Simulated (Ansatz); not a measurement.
CH12GeSi3, singlet, at a GFN2-xTB geometry, atoms displaced at random by about 0.08 Å a coordinate; PBE/STO-3G, gradient (Ansatz, a program for electronic structure).

Input for Ansatz:
Ansatz 0.2 input:
```yaml
crystal:
  periodic: [false, false, false]
  atoms:
    - {symbol: C, position_ang: [-0.08523185, -0.32261830, 2.19730406]}
    - {symbol: Ge, position_ang: [0.06405332, -0.09277255, 0.05222078]}
    - {symbol: Si, position_ang: [0.02411102, 2.30644403, -0.15004976]}
    - {symbol: Si, position_ang: [-1.95875567, -1.09244896, -0.76532637]}
    - {symbol: Si, position_ang: [2.10624270, -0.90719644, -0.47982268]}
    - {symbol: H, position_ang: [-1.11690710, 0.07972868, 2.46452760]}
    - {symbol: H, position_ang: [-0.18221969, -1.39696895, 2.40989047]}
    - {symbol: H, position_ang: [0.57225686, 0.11672973, 2.53207304]}
    - {symbol: H, position_ang: [0.15963438, 2.72529755, -1.52734600]}
    - {symbol: H, position_ang: [-1.44039075, 2.93698863, 0.44581119]}
    - {symbol: H, position_ang: [1.05590052, 3.10584466, 0.86932262]}
    - {symbol: H, position_ang: [-3.19266125, -0.60140114, -0.27600126]}
    - {symbol: H, position_ang: [-1.94609773, -2.58778501, -0.38094464]}
    - {symbol: H, position_ang: [-1.91685713, -0.95237652, -2.10336055]}
    - {symbol: H, position_ang: [2.15068369, -2.39398170, -0.23707178]}
    - {symbol: H, position_ang: [3.08126443, -0.52810639, 0.22854488]}
    - {symbol: H, position_ang: [2.17349386, -0.82840677, -1.92820378]}
basis:
  gaussian:
    orbitals: STO-3G
hamiltonian:
  xc: pbe
output: {forces: true}
```

It wrote (shortened):

```
Functional definition: PBE
698 factors; integrals over basis functions are off by at most 4.9e-5 eV
mean field evaluation 1: about -80065.7373 eV, gradient 5.0e2 eV
mean field evaluation 2: about -80198.5159 eV, gradient 1.0e2 eV
mean field evaluation 4: about -80088.7919 eV, gradient 1.2e2 eV
mean field evaluation 8: about -80416.5707 eV, gradient 7.7e0 eV
mean field evaluation 16: about -80416.7136 eV, gradient 2.8e-3 eV
mean field -80416.71355585 eV, -2955.2597147711 hartree, gradient 2.3e-5 eV, S^2 0.000000; 0 other end points of the search recorded, 0 dependent functions left out
the calculation of the forces begins
reference -80416.71358629 eV, -2955.2597158901 hartree; 46, 46 occupied and 16, 16 virtual orbitals, 698 factors
Total energy: -80416.71358629 eV, -2955.2597158901 hartree
Atom 0 at    -0.085232    -0.322618     2.197304 Å, force   -16.847387    -9.216617   -11.033118 eV/Å
Atom 1 at     0.064053    -0.092773     0.052221 Å, force    -1.269472     0.880783     2.813999 eV/Å
Atom 2 at     0.024111     2.306444    -0.150050 Å, force    -1.650847     1.312393     4.037530 eV/Å
Atom 3 at    -1.958756    -1.092449    -0.765326 Å, force     2.578063    -2.011829     3.824032 eV/Å
Atom 4 at     2.106243    -0.907196    -0.479823 Å, force    -6.364878    -4.327436    -3.615192 eV/Å
Atom 5 at    -1.116907     0.079729     2.464528 Å, force     1.541295     0.016075    -0.097060 eV/Å
Atom 6 at    -0.182220    -1.396969     2.409890 Å, force     0.804300     0.065651     0.215138 eV/Å
Atom 7 at     0.572257     0.116730     2.532073 Å, force    14.656654     9.474102     8.116693 eV/Å
Atom 8 at     0.159634     2.725298    -1.527346 Å, force     0.188731     0.242729    -0.246631 eV/Å
Atom 9 at    -1.440391     2.936989     0.445811 Å, force     2.993442    -1.495271    -1.508939 eV/Å
Atom 10 at     1.055901     3.105845     0.869323 Å, force    -1.647331    -1.711906    -2.250488 eV/Å
Atom 11 at    -3.192661    -0.601401    -0.276001 Å, force    -0.781223     0.695375     0.455778 eV/Å
Atom 12 at    -1.946098    -2.587785    -0.380945 Å, force     0.027189     1.705841    -0.608950 eV/Å
Atom 13 at    -1.916857    -0.952377    -2.103361 Å, force    -0.147826     0.168681    -3.402989 eV/Å
Atom 14 at     2.150684    -2.393982    -0.237072 Å, force    -0.255333     1.012819    -0.166418 eV/Å
Atom 15 at     3.081264    -0.528106     0.228545 Å, force     5.486628     2.826032     3.520314 eV/Å
Atom 16 at     2.173494    -0.828407    -1.928204 Å, force     0.687995     0.362576    -0.053699 eV/Å
Dipole moment:     0.028503    -0.017825    -0.130097 e Å
```
